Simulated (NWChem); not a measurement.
System: Si₂PH₆, doublet; SMILES [SiH3][P][SiH3]

Input file for NWChem:

```
start job
memory heap 200 mb stack 900 mb global 1100 mb
geometry units angstroms noautosym
  Si     1.664063     0.015657     0.374640
  P      0.000000     0.000000    -1.170659
  Si    -1.664063    -0.015657     0.374640
  H      2.995167    -0.295976    -0.325882
  H      1.737923     1.422346     1.015315
  H      1.413056    -1.021804     1.495404
  H     -1.737923    -1.422346     1.015315
  H     -2.995167     0.295976    -0.325882
  H     -1.413056     1.021804     1.495395
end
basis spherical
  * library def2-svp
end
dft
  odft
  mult 2
  xc xpbe96 cpbe96
  disp vdw 4
  grid fine
  iterations 150
end
driver
  maxiter 120
  tight
end
task dft optimize
task dft freq
```

Parts of the log:

```
             Northwest Computational Chemistry Package (NWChem) 7.3.0
             --------------------------------------------------------

                             Geometry "geometry" -> ""
                             -------------------------

 Output coordinates in angstroms (scale by  1.889725989 to convert to a.u.)

  No.       Tag          Charge          X              Y              Z
 ---- ---------------- ---------- -------------- -------------- --------------
    1 Si                  14.0000     1.66406300     0.01565700     0.42974816
    2 P                   15.0000     0.00000000     0.00000000    -1.11555084
    3 Si                  14.0000    -1.66406300    -0.01565700     0.42974816
    4 H                    1.0000     2.99516700    -0.29597600    -0.27077384
    5 H                    1.0000     1.73792300     1.42234600     1.07042316
    6 H                    1.0000     1.41305600    -1.02180400     1.55051216
    7 H                    1.0000    -1.73792300    -1.42234600     1.07042316
    8 H                    1.0000    -2.99516700     0.29597600    -0.27077384
    9 H                    1.0000    -1.41305600     1.02180400     1.55050316

 Effective nuclear repulsion energy (a.u.)     186.7411646465

                                Z-matrix (autoz)
                                --------

 Units are Angstrom for bonds and degrees for angles

      Type          Name      I     J     K     L     M      Value
      ----------- --------  ----- ----- ----- ----- ----- ----------
    1 Stretch                  1     2                       2.27097
    2 Stretch                  1     4                       1.53613
    3 Stretch                  1     5                       1.54748
    4 Stretch                  1     6                       1.54772
    5 Stretch                  2     3                       2.27097
    6 Stretch                  3     7                       1.54748
    7 Stretch                  3     8                       1.53613
    8 Stretch                  3     9                       1.54771
    9 Bend                     1     2     3                94.24111
   10 Bend                     2     1     4               108.85941
   11 Bend                     2     1     5               108.84195
   12 Bend                     2     1     6               111.67166
   13 Bend                     2     3     7               108.84195
   14 Bend                     2     3     8               108.85941
   15 Bend                     2     3     9               111.67151
   16 Bend                     4     1     5               109.38145
   17 Bend                     4     1     6               109.55893
   18 Bend                     5     1     6               108.49780
   19 Bend                     7     3     8               109.38145
   20 Bend                     7     3     9               108.49802
   21 Bend                     8     3     9               109.55886
   22 Torsion                  1     2     3     7         -73.73406
   23 Torsion                  1     2     3     8         167.11563
   24 Torsion                  1     2     3     9          46.02380
   25 Torsion                  3     2     1     4         167.11563
   26 Torsion                  3     2     1     5         -73.73406
   27 Torsion                  3     2     1     6          46.02361

  pbe96 is a nonlocal functional; adding pw91lda local functional.

                           NWChem Geometry Optimization
                           ----------------------------

[...]

      ----------------------
      Optimization converged
      ----------------------

  Step       Energy      Delta E   Gmax     Grms     Xrms     Xmax
  ---- ---------------- -------- -------- -------- -------- --------
@   13    -923.15190079  1.6D-08  0.00000  0.00000  0.00001  0.00002
                                     ok       ok       ok       ok

                                Z-matrix (autoz)
                                --------

 Units are Angstrom for bonds and degrees for angles

      Type          Name      I     J     K     L     M      Value     Gradient
      ----------- --------  ----- ----- ----- ----- ----- ---------- ----------
    1 Stretch                  1     2                       2.27084    0.00000
    2 Stretch                  1     4                       1.50374    0.00000
    3 Stretch                  1     5                       1.50821   -0.00000
    4 Stretch                  1     6                       1.50840   -0.00000
    5 Stretch                  2     3                       2.27084    0.00000
    6 Stretch                  3     7                       1.50821   -0.00000
    7 Stretch                  3     8                       1.50374    0.00000
    8 Stretch                  3     9                       1.50840   -0.00000
    9 Bend                     1     2     3                93.15126    0.00000
   10 Bend                     2     1     4               109.76769   -0.00000
   11 Bend                     2     1     5               108.98528   -0.00000
   12 Bend                     2     1     6               112.01950   -0.00000
   13 Bend                     2     3     7               108.98529   -0.00000
   14 Bend                     2     3     8               109.76768   -0.00000
   15 Bend                     2     3     9               112.01951   -0.00000
   16 Bend                     4     1     5               108.83799    0.00000
   17 Bend                     4     1     6               109.04338    0.00000
   18 Bend                     5     1     6               108.12271    0.00000
   19 Bend                     7     3     8               108.83799    0.00000
   20 Bend                     7     3     9               108.12270    0.00000
   21 Bend                     8     3     9               109.04338    0.00000
   22 Torsion                  1     2     3     7         -76.04646    0.00000
   23 Torsion                  1     2     3     8         164.84316   -0.00000
   24 Torsion                  1     2     3     9          43.55522   -0.00000
   25 Torsion                  3     2     1     4         164.84312   -0.00000
   26 Torsion                  3     2     1     5         -76.04651    0.00000
   27 Torsion                  3     2     1     6          43.55517   -0.00000

                         Geometry "geometry" -> "geometry"
                         ---------------------------------

[...]

 Rotational Constants
 --------------------
 A=   0.269269 cm-1  (  0.387410 K)
 B=   0.090684 cm-1  (  0.130471 K)
 C=   0.071285 cm-1  (  0.102561 K)

 Temperature                      =   298.15K
 frequency scaling parameter      =   1.0000

 Zero-Point correction to Energy  =   30.603 kcal/mol  (  0.048769 au)
 Thermal correction to Energy     =   34.882 kcal/mol  (  0.055589 au)
 Thermal correction to Enthalpy   =   35.475 kcal/mol  (  0.056533 au)

 Total Entropy                    =   81.648 cal/mol-K
   - Translational                =   39.483 cal/mol-K (mol. weight =  92.9746)
   - Rotational                   =   26.318 cal/mol-K (symmetry #  =        1)
   - Vibrational                  =   15.846 cal/mol-K

 Cv (constant volume heat capacity) =   22.642 cal/mol-K
   - Translational                  =    2.979 cal/mol-K
   - Rotational                     =    2.979 cal/mol-K
   - Vibrational                    =   16.683 cal/mol-K

[normal modes left out]

 ----------------------------------------------------------------------------
 Normal Eigenvalue ||           Projected Infra Red Intensities
  Mode   [cm**-1]  || [atomic units] [(debye/angs)**2] [(KM/mol)] [arbitrary]
 ------ ---------- || -------------- ----------------- ---------- -----------
    1       -0.000 ||    0.000062           0.001         0.060       0.015
    2       -0.000 ||    0.000056           0.001         0.055       0.014
    3       -0.000 ||    0.000002           0.000         0.002       0.000
    4        0.000 ||    0.000196           0.005         0.191       0.049
    5        0.000 ||    0.000039           0.001         0.038       0.010
    6        0.000 ||    0.000043           0.001         0.042       0.011
    7       80.260 ||    0.000001           0.000         0.001       0.000
    8       80.654 ||    0.000205           0.005         0.200       0.051
    9      127.197 ||    0.000440           0.010         0.428       0.109
   10      420.579 ||    0.000007           0.000         0.007       0.002
   11      440.095 ||    0.006199           0.143         6.043       1.541
   12      465.319 ||    0.030182           0.696        29.423       7.502
   13      495.804 ||    0.000033           0.001         0.032       0.008
   14      522.925 ||    0.017784           0.410        17.337       4.420
   15      598.562 ||    0.002184           0.050         2.129       0.543
   16      831.491 ||    0.321822           7.425       313.728      79.992
   17      867.907 ||    0.117287           2.706       114.337      29.153
   18      885.618 ||    0.079678           1.838        77.675      19.805
   19      893.829 ||    0.010374           0.239        10.113       2.579
   20      900.330 ||    0.014475           0.334        14.111       3.598
   21      902.357 ||    0.065289           1.506        63.647      16.228
   22     2132.413 ||    0.017741           0.409        17.295       4.410
   23     2138.632 ||    0.063802           1.472        62.197      15.858
   24     2142.218 ||    0.006692           0.154         6.524       1.663
   25     2147.292 ||    0.138870           3.204       135.378      34.517
   26     2171.385 ||    0.160272           3.698       156.242      39.837
   27     2172.355 ||    0.032529           0.750        31.711       8.085
 ----------------------------------------------------------------------------
```

Level: PBE-D3(BJ)/def2-SVP, spin-unrestricted. The printed entropy takes a lower symmetry number than the molecule has.
